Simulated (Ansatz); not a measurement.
`c1ccc(-c2ccc(-c3ccc(-c4ccc(-c5ccc(-c6ccc(-c7cccnc7)nc6)nc5)nc4)nc3)nc2)nc1`, 65 atoms. Hardware: 2 threads of AMD EPYC 7R13 on a shared host and a share (18 GiB) of an NVIDIA H100 80GB HBM3.

Single mean-field runs in def2-SVP are fitted with def2-universal-jkfit.

(1) How many basis functions does each of these Ansatz runs have, and roughly what does it cost? r2SCAN-D4/def2-SVP, charge 0 singlet, energy and forces, from earlier orbitals; PBE0-D4/def2-SVP, charge -1 doublet at the geometry of the charge 0 singlet, energy; PBE-D4/def2-SVP, charge 0 singlet, energy, from earlier orbitals; PBE0-D4/def2-SVP, charge 1 doublet at the geometry of the charge 0 singlet, energy; PBE-D4/def2-SVP, charge 1 doublet at the geometry of the charge 0 singlet, energy, from earlier orbitals; PBE0-D4/def2-SVP, charge 0 singlet, energy and forces, from earlier orbitals; PBE-D4/def2-SVP, charge -1 doublet at the geometry of the charge 0 singlet, energy, from earlier orbitals; PBE-D4/def2-SVP, charge 0 singlet, relaxation, 16 steps; PBE0-D4/def2-SVP, charge 0 triplet at the geometry of the charge 0 singlet, energy; PBE-D4/def2-SVP, charge 0 triplet at the geometry of the charge 0 singlet, energy, from earlier orbitals.

Results:

(1) Other jobs shared the machine, so times can vary by a factor of up to 3.

| run | functions | fitting or Cholesky vectors | wall time | peak host memory (GiB) |
| --- | --- | --- | --- | --- |
| PBE-D4/def2-SVP, charge 0 singlet, energy, from earlier orbitals | 703 | 3578 | 8.5 s | 1.1 |
| PBE-D4/def2-SVP, charge -1 doublet at the geometry of the charge 0 singlet, energy, from earlier orbitals | 703 | 3578 | 9.5 s | 1.3 |
| PBE-D4/def2-SVP, charge 1 doublet at the geometry of the charge 0 singlet, energy, from earlier orbitals | 703 | 3578 | 12 s | 1.4 |
| PBE0-D4/def2-SVP, charge 0 singlet, energy and forces, from earlier orbitals | 703 | 3578 | 12 s | 1.8 |
| r2SCAN-D4/def2-SVP, charge 0 singlet, energy and forces, from earlier orbitals | 703 | 3578 | 13 s | 1.3 |
| PBE0-D4/def2-SVP, charge -1 doublet at the geometry of the charge 0 singlet, energy | 703 | 3578 | 13 s | 1.4 |
| PBE0-D4/def2-SVP, charge 1 doublet at the geometry of the charge 0 singlet, energy | 703 | 3578 | 15 s | 1.4 |
| PBE-D4/def2-SVP, charge 0 triplet at the geometry of the charge 0 singlet, energy, from earlier orbitals | 703 | 3578 | 17 s | 1.4 |
| PBE0-D4/def2-SVP, charge 0 triplet at the geometry of the charge 0 singlet, energy | 703 | 3578 | 19 s | 1.5 |
| PBE-D4/def2-SVP, charge 0 singlet, relaxation, 16 steps | 703 | 3578 | 94 s | 1.2 |
